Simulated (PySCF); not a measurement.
**Working with the constants of CeSe**

UHF-SCS-MP2 constants of CeSe, triplet, about 1.2 electrons in the 4f shell (Mulliken), real f orbitals that mix terms (PySCF, spin-free X2C with a Gaussian nucleus, basis sets Ce x2c-SVPall, Se x2c-SVPall; masses 139.9054 and 79.9165 u):

```
ωe              : 320.4 cm⁻¹
ωexe            : 0.237 cm⁻¹
Be              : 0.05426 cm⁻¹
αe              : 9.8e-05 cm⁻¹
D (centrifugal) : 6.22e-09 cm⁻¹
```

Give the vibrational terms G(v) and spacings up to v = 3.

G(v) = ωe(v+½) − ωexe(v+½)².

```json
{"v": "0", "G(v) (cm⁻¹)": "160.1", "G(v) − G(v−1)": "", "Bv (cm⁻¹)": "0.05421"}
{"v": "1", "G(v) (cm⁻¹)": "480.1", "G(v) − G(v−1)": "319.9", "Bv (cm⁻¹)": "0.05411"}
{"v": "2", "G(v) (cm⁻¹)": "799.5", "G(v) − G(v−1)": "319.5", "Bv (cm⁻¹)": "0.05402"}
{"v": "3", "G(v) (cm⁻¹)": "1118.5", "G(v) − G(v−1)": "319.0", "Bv (cm⁻¹)": "0.05392"}
```

Correlated steps freeze 27 core orbitals. These are scalar-relativistic numbers at best; spin–orbit coupling would shift them, the dissociation energy most. With d or f electrons several states lie close, and the lowest PBE0 determinant need not be the measured ground state.
